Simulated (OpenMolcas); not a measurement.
# Pd2+ in CsCaF3

Pd2+ with its 6 nearest fluoride ions at 2.203 Å, on the Ca site of CsCaF3 (a = 4.526 Å, distance in the model lattice 2.263 Å). The rest of the host is ab initio model potentials to 7.6 Å, with orthogonalisation functions on the cations behind the ligands, and point charges beyond; the distance is set by hand and nothing relaxes. Ligand basis ANO-RCC-VDZP.
```
Pd    0.0000    0.0000    0.0000
F     2.2030    0.0000    0.0000
F     0.0000    2.2030    0.0000
F    -2.2030    0.0000    0.0000
F     0.0000   -2.2030    0.0000
F     0.0000    0.0000    2.2030
F     0.0000    0.0000   -2.2030
```

```yaml
Program: OpenMolcas 26.06
Method: CASSCF
Basis: ANO-RCC-VDZP [6s5p3d1f]
Scalar_Hamiltonian: DKH2, point nucleus
Active_space: 8 electrons in 5 orbitals (4d)
State_averaging: 2S+1 = 3 even, 10 roots; 2S+1 = 1 even, 15 roots
Spin-orbit_coupling: state interaction with AMFI integrals over the reference wave functions
```

The lowest spin-free states (labels of O, the rotations of Oh), above the lowest:

```
State  Degeneracy  E (cm-1)  Free-ion L (%)
  3A2           1       0.0         F (100)
  3T2           3     10523         F (100)
   1E           2     13642          D (74)
  3T1           3     16947          F (84)
  1A1           1     22824          G (91)
  1T2           3     23778          D (81)
  3T1           3     27935          P (84)
  1T1           3     28009         G (100)
   1E           2     36576          G (74)
  1T2           3     36945          G (81)
  1A1           1     59745          S (91)
```

The lowest levels with spin-orbit coupling:

```json
{"E (cm-1)": "0.0", "Degeneracy": "3", "Label": "T2", "2S+1": "3"}
{"E (cm-1)": "9485", "Degeneracy": "2", "Label": "E", "2S+1": "3 (90 %)"}
{"E (cm-1)": "10260", "Degeneracy": "3", "Label": "T1", "2S+1": "3"}
{"E (cm-1)": "11352", "Degeneracy": "3", "Label": "T2", "2S+1": "3"}
{"E (cm-1)": "11769", "Degeneracy": "1", "Label": "A2", "2S+1": "3"}
{"E (cm-1)": "13545", "Degeneracy": "2", "Label": "E", "2S+1": "1 (74 %)"}
{"E (cm-1)": "15307", "Degeneracy": "1", "Label": "A1", "2S+1": "3"}
{"E (cm-1)": "16832", "Degeneracy": "3", "Label": "T1", "2S+1": "3"}
{"E (cm-1)": "18403", "Degeneracy": "3", "Label": "T2", "2S+1": "3"}
{"E (cm-1)": "19544", "Degeneracy": "2", "Label": "E", "2S+1": "3 (83 %)"}
{"E (cm-1)": "23277", "Degeneracy": "3", "Label": "T2", "2S+1": "1 (79 %)"}
{"E (cm-1)": "23631", "Degeneracy": "1", "Label": "A1", "2S+1": "1"}
{"E (cm-1)": "28212", "Degeneracy": "2", "Label": "E", "2S+1": "3"}
{"E (cm-1)": "28336", "Degeneracy": "3", "Label": "T1", "2S+1": "1 (65 %)"}
{"E (cm-1)": "29110", "Degeneracy": "1", "Label": "A1", "2S+1": "3"}
{"E (cm-1)": "29162", "Degeneracy": "3", "Label": "T2", "2S+1": "3 (79 %)"}
{"E (cm-1)": "29225", "Degeneracy": "3", "Label": "T1", "2S+1": "3 (66 %)"}
{"E (cm-1)": "37321", "Degeneracy": "2", "Label": "E", "2S+1": "1"}
{"E (cm-1)": "37666", "Degeneracy": "3", "Label": "T2", "2S+1": "1"}
{"E (cm-1)": "60642", "Degeneracy": "1", "Label": "A1", "2S+1": "1"}
```

Powder χT (cm3 K/mol): 1.49 at 2 K, 1.49 at 10 K, 1.5 at 50 K, 1.5 at 100 K, 1.52 at 200 K, 1.54 at 300 K. The effective moment at 300 K is 2.828 √(χT) = 3.50 μB.

The lowest level has 2S+1 = 3, for which the spin-only value is χT = S(S+1) / 2 = 1.000 cm3 K/mol (g = 2). The computed 1.536 at 300 K differs by +0.536, through orbital momentum, spin-orbit coupling and any other state in reach.

Metal share of the active 4d orbitals (Löwdin): 90, 90, 97, 97, 97 %; Mulliken charge of the metal 1.50.

A least-squares ligand-field fit to the states below 45000 cm-1, each weighted by its degeneracy and with a free common offset, gives 10Dq = 10629 cm-1, B = 882 cm-1 and C = 3509 cm-1 (C/B = 3.98), with an rms deviation of 67 cm-1.

The same method and metal basis give the free ion B = 935 cm-1 (fit to its terms below 60000 cm-1, rms deviation 8 cm-1), so the nephelauxetic ratio is β = 882 / 935 = 0.94; it hangs on how both fits weigh the states, and computed free-ion B values tend to be too large, so β mixes covalency with correlation.

Without dynamic correlation the repulsion within the d shell is too large (B by tens of per cent), so at a given field states of lower spin stand too high. Real 4d8 and 5d8 ions are as a rule square planar and diamagnetic. With metal d orbitals alone the field can be off either way by tens of per cent. Ligand-to-metal charge-transfer states are missing. With no ligand orbital active B as a rule stays too high, so bands that hang on it stand too high and its fall with covalency is understated. No measured value stands beside these numbers; the geometry was set by hand and not optimised.

The RASSCF and RASSI steps took 22 s on 1 thread of AMD EPYC 7B13 (Zen 3), on a shared host; the integral step is not counted.
